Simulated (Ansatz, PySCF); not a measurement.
Potential energy curve for Mg2, singlet.

Methods: UKS-LDA (SVWN5) = unrestricted LDA (SVWN5)/cc-pVTZ (PySCF 2.14.0); RKS-LDA (SVWN5) = PySCF with restricted LDA (SVWN5)/cc-pVTZ; UKS-B3LYP = unrestricted B3LYP/cc-pVTZ (PySCF); RKS-B3LYP = PySCF with restricted B3LYP/cc-pVTZ; UKS-BHandHLYP = PySCF with unrestricted BHandHLYP/cc-pVTZ; RKS-BHandHLYP = PySCF 2.14.0 with restricted BHandHLYP/cc-pVTZ; UKS-PBE = unrestricted PBE/cc-pVTZ run with Ansatz (a quantum-chemistry and plane-wave program); RKS-PBE = Ansatz with restricted PBE/cc-pVTZ; UKS-B3LYP/6-31G* = unrestricted B3LYP/6-31G*, spherical d (PySCF 2.14.0); RKS-B3LYP/6-31G* = restricted B3LYP/6-31G*, spherical d (PySCF 2.14.0); UKS-B3LYP/LANL2DZ = unrestricted B3LYP/LANL2DZ, with its core potentials past Ne in PySCF; RKS-B3LYP/LANL2DZ = restricted B3LYP/LANL2DZ, with its core potentials past Ne run with PySCF.

Scanned distances (Å): 2.72, 2.88, 3.06, 3.27, 3.39, 3.51, 3.60, 3.71, 3.85, 3.95, 4.19, 4.48, 4.86, 5.39, 5.91, 6.42, 7.17, 7.89, 8.77, 9.75, 10.85.

Q: Where does the unrestricted solution first break spin symmetry (<S²> of 0.01 or more)?

A: UKS-LDA (SVWN5): at none of the points with a result; UKS-B3LYP: at none of the points with a result; UKS-BHandHLYP: at none of the points with a result; UKS-PBE: at none of the points with a result; UKS-B3LYP/6-31G*: at none of the points with a result; UKS-B3LYP/LANL2DZ: at none of the points with a result.

| R / Å | <S²> UKS-LDA (SVWN5) | E(RKS-LDA (SVWN5)) − E(UKS-LDA (SVWN5)) / mEh | <S²> UKS-B3LYP | E(RKS-B3LYP) − E(UKS-B3LYP) / mEh | <S²> UKS-BHandHLYP | E(RKS-BHandHLYP) − E(UKS-BHandHLYP) / mEh | <S²> UKS-PBE | E(RKS-PBE) − E(UKS-PBE) / mEh | <S²> UKS-B3LYP/6-31G* | E(RKS-B3LYP/6-31G*) − E(UKS-B3LYP/6-31G*) / mEh | <S²> UKS-B3LYP/LANL2DZ | E(RKS-B3LYP/LANL2DZ) − E(UKS-B3LYP/LANL2DZ) / mEh |
|---|---|---|---|---|---|---|---|---|---|---|---|---|
| 2.72 | 0.00 | 0.0 | 0.00 | 0.0 | 0.00 | 0.0 | 0.00 | 0.0 | 0.00 | 0.0 | 0.00 | 0.0 |
| 2.88 | 0.00 | 0.0 | 0.00 | 0.0 | 0.00 | 0.0 | 0.00 | 0.0 | 0.00 | 0.0 | 0.00 | 0.0 |
| 3.06 | 0.00 | 0.0 | 0.00 | 0.0 | 0.00 | 0.0 | 0.00 | 0.0 | 0.00 | 0.0 | 0.00 | 0.0 |
| 3.27 | 0.00 | 0.0 | 0.00 | 0.0 | 0.00 | 0.0 | 0.00 | 0.0 | 0.00 | 0.0 | 0.00 | 0.0 |
| 3.39 | 0.00 | 0.0 | 0.00 | 0.0 | 0.00 | 0.0 | 0.00 | 0.0 | 0.00 | 0.0 | 0.00 | 0.0 |
| 3.51 | 0.00 | 0.0 | 0.00 | 0.0 | 0.00 | 0.0 | 0.00 | 0.0 | 0.00 | 0.0 | 0.00 | 0.0 |
| 3.60 | 0.00 | 0.0 | 0.00 | 0.0 | 0.00 | 0.0 | 0.00 | 0.0 | 0.00 | 0.0 | 0.00 | 0.0 |
| 3.71 | 0.00 | 0.0 | 0.00 | 0.0 | 0.00 | 0.0 | 0.00 | 0.0 | 0.00 | 0.0 | 0.00 | 0.0 |
| 3.85 | 0.00 | 0.0 | 0.00 | 0.0 | 0.00 | 0.0 | 0.00 | 0.0 | 0.00 | 0.0 | 0.00 | 0.0 |
| 3.95 | 0.00 | 0.0 | 0.00 | 0.0 | 0.00 | 0.0 | 0.00 | 0.0 | 0.00 | 0.0 | 0.00 | 0.0 |
| 4.19 | 0.00 | 0.0 | 0.00 | 0.0 | 0.00 | 0.0 | 0.00 | 0.0 | 0.00 | 0.0 | 0.00 | 0.0 |
| 4.48 | 0.00 | 0.0 | 0.00 | 0.0 | 0.00 | 0.0 | 0.00 | 0.0 | 0.00 | 0.0 | 0.00 | 0.0 |
| 4.86 | 0.00 | 0.0 | 0.00 | 0.0 | 0.00 | 0.0 | 0.00 | 0.0 | 0.00 | 0.0 | 0.00 | 0.0 |
| 5.39 | 0.00 | 0.0 | 0.00 | 0.0 | 0.00 | 0.0 | 0.00 | 0.0 | 0.00 | 0.0 | 0.00 | 0.0 |
| 5.91 | 0.00 | 0.0 | 0.00 | 0.0 | 0.00 | 0.0 | 0.00 | 0.0 | 0.00 | 0.0 | 0.00 | 0.0 |
| 6.42 | 0.00 | 0.0 | 0.00 | 0.0 | 0.00 | 0.0 | 0.00 | 0.0 | 0.00 | 0.0 | 0.00 | 0.0 |
| 7.17 | 0.00 | 0.0 | 0.00 | 0.0 | 0.00 | 0.0 | 0.00 | 0.0 | 0.00 | 0.0 | 0.00 | 0.0 |
| 7.89 | 0.00 | 0.0 | 0.00 | 0.0 | 0.00 | 0.0 | 0.00 | 0.0 | 0.00 | 0.0 | 0.00 | 0.0 |
| 8.77 | 0.00 | 0.0 | 0.00 | 0.0 | 0.00 | 0.0 | 0.00 | 0.0 | 0.00 | 0.0 | 0.00 | 0.0 |
| 9.75 | 0.00 | 0.0 | 0.00 | 0.0 | 0.00 | 0.0 | 0.00 | 0.0 | 0.00 | 0.0 | 0.00 | 0.0 |
| 10.85 | 0.00 | 0.0 | 0.00 | 0.0 | 0.00 | 0.0 | 0.00 | 0.0 | 0.00 | 0.0 | 0.00 | 0.0 |
